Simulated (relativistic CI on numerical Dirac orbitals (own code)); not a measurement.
## Electric-dipole transitions in Sm³⁶⁺

These numbers are calculated, not measured: Dirac-Coulomb-Breit CI, orbitals from a KLI potential per configuration, QED by a radiative potential, unscaled Slater integrals (own radial code, finite nucleus).

Configuration list (outside the closed core [Ne]): 3s2 3p6 3d8, 3s2 3p5 3d9, 3s2 3p4 3d10, 3s 3p6 3d9, 3p6 3d10, 3s 3p5 3d10, 3s2 3p6 3d7 4s, 3s2 3p6 3d7 4p, 3s2 3p6 3d7 4d, 3s2 3p4 3d9 4s, 3s2 3p4 3d9 4p, 3s2 3p5 3d8 4s, 3s2 3p6 3d7 4f, 3s2 3p4 3d9 4d, 3s2 3p5 3d8 4p, 3s 3p5 3d9 4s. Levels of other configurations are missing.

| λ vac (Å) | Lower | Upper | A (s⁻¹) | log gf | S velocity/length |
| --- | --- | --- | --- | --- | --- |
| 10.941 | 3s2 3p6 3d8 3F_4 [1] | 3s2 3p6 3d7 4p 3D°_3 [101] | 2.93e+12 | -0.43 | 1.00 |
| 11.015 | 3s2 3p6 3d8 3F_4 [1] | 3s2 3p6 3d7 4p 3F°_4 [95] | 4.81e+12 | -0.10 | 0.96 |
| 11.020 | 3s2 3p6 3d8 3F_3 [4] | 3s2 3p6 3d7 4p 3F°_3 [121] | 3.75e+12 | -0.32 | 0.97 |
| 11.082 | 3s2 3p6 3d8 3F_4 [1] | 3s2 3p6 3d7 4p 3G°_5 [90] | 2.48e+12 | -0.30 | 0.94 |
| 11.083 | 3s2 3p6 3d8 1D_2 [2] | 3s2 3p6 3d7 4p 3D°_3 [96] | 3.11e+12 | -0.40 | 0.95 |
| 28.489 | 3s2 3p6 3d8 3F_2 [8] | 3s2 3p5 3d9 3D°_1 [21] | 2.00e+12 | -0.14 | 0.75 |
| 28.779 | 3s2 3p5 3d9 3F°_3 [17] | 3s2 3p4 3d10 1D_2 [29] | 1.53e+12 | -0.02 | 0.88 |
| 29.004 | 3s2 3p6 3d8 3F_3 [4] | 3s2 3p5 3d9 3P°_2 [18] | 8.11e+11 | -0.29 | 0.73 |
| 29.303 | 3s2 3p6 3d8 1G_4 [7] | 3s2 3p5 3d9 1F°_3 [19] | 2.15e+12 | 0.29 | 0.71 |
| 29.499 | 3s2 3p6 3d8 3P_2 [5] | 3s2 3p5 3d9 3P°_2 [18] | 8.06e+11 | -0.28 | 0.76 |
| 30.225 | 3s2 3p6 3d8 3F_2 [8] | 3s2 3p5 3d9 3F°_2 [20] | 1.04e+12 | -0.15 | 0.76 |
| 37.545 | 3s2 3p6 3d8 1D_2 [2] | 3s2 3p5 3d9 3P°_1 [13] | 5.75e+11 | -0.44 | 0.72 |
| 37.785 | 3s2 3p6 3d8 3F_4 [1] | 3s2 3p5 3d9 3D°_3 [12] | 1.17e+12 | 0.24 | 0.67 |
| 38.176 | 3s2 3p5 3d9 1F°_3 [19] | 3s2 3p4 3d10 1D_2 [29] | 1.57e+12 | 0.23 | 0.85 |
| 38.456 | 3s2 3p6 3d8 3P_2 [5] | 3s2 3p5 3d9 3D°_1 [16] | 7.69e+11 | -0.29 | 0.70 |
| 38.506 | 3s2 3p6 3d8 3F_3 [4] | 3s2 3p5 3d9 3D°_2 [14] | 7.39e+11 | -0.09 | 0.67 |
| 38.875 | 3s2 3p5 3d9 3F°_4 [10] | 3s 3p6 3d9 3D_3 [23] | 9.02e+11 | 0.16 | 0.86 |
| 39.039 | 3s2 3p5 3d9 3D°_3 [12] | 3s 3p6 3d9 3D_2 [24] | 1.41e+12 | 0.21 | 0.89 |
| 39.103 | 3s2 3p6 3d8 1G_4 [7] | 3s2 3p5 3d9 3F°_3 [17] | 6.13e+11 | -0.01 | 0.64 |
| 39.545 | 3s2 3p5 3d9 3F°_3 [17] | 3s 3p6 3d9 1D_2 [27] | 8.76e+11 | 0.01 | 0.81 |
| 39.834 | 3s2 3p5 3d9 1D°_2 [11] | 3s 3p6 3d9 1D_2 [22] | 8.54e+11 | 0.01 | 0.95 |
| 40.089 | 3s2 3p6 3d8 1D_2 [2] | 3s2 3p5 3d9 1D°_2 [11] | 6.41e+11 | -0.11 | 0.73 |
| 40.105 | 3s2 3p6 3d8 3F_4 [1] | 3s2 3p5 3d9 3F°_4 [10] | 3.17e+11 | -0.16 | 0.69 |
| 82.671 | 3s2 3p6 3d7 4p 3G°_5 [68] | 3s2 3p6 3d7 4d 3H_6 [186] | 2.65e+11 | 0.55 | 1.01 |
| 107.32 | 3s2 3p6 3d7 4p 5G°_6 [92] | 3s2 3p6 3d7 4d 5H_7 [191] | 1.53e+11 | 0.60 | 1.01 |
| 109.38 | 3s2 3p6 3d7 4s 3D_3 [37] | 3s2 3p6 3d7 4p 3F°_4 [103] | 1.16e+11 | 0.27 | 1.06 |
| 109.58 | 3s2 3p6 3d7 4s 5F_5 [33] | 3s2 3p6 3d7 4p 5G°_6 [92] | 1.17e+11 | 0.44 | 1.12 |
| 109.82 | 3s2 3p6 3d7 4s 5F_4 [39] | 3s2 3p6 3d7 4p 5G°_5 [118] | 1.17e+11 | 0.37 | 1.10 |
| 110.38 | 3s2 3p6 3d7 4s 3G_5 [41] | 3s2 3p6 3d7 4p 3H°_6 [123] | 1.14e+11 | 0.43 | 1.15 |
| 111.32 | 3s2 3p6 3d7 4s 3H_6 [49] | 3s2 3p6 3d7 4p 3I°_7 [134] | 1.14e+11 | 0.50 | 1.20 |

Terms are leading LS components. Brackets give the number of a level in order of energy, since labels repeat. The list gives strong lines, with weight on those to low levels, among the lowest 200 of 1397 levels, so that lines to higher ones, which can be the strongest, are missing. Levels whose partners in the same complex of configurations lie outside the list can be far off, and so can their lines. Rates are taken at the computed energies, electric ones in the length gauge. A velocity-to-length ratio far from 1 marks an uncertain rate.

At this charge energies of transitions that change n are usually good to better than 1 %, and those within a shell (Δn = 0) to a few per cent. Terms inside the open d or f shell come out 10 to 20 % too wide with unscaled integrals.

LS names give the leading component of a level, which can be under half, so a name can repeat, a term be missing and a line seem to break the LS rules.
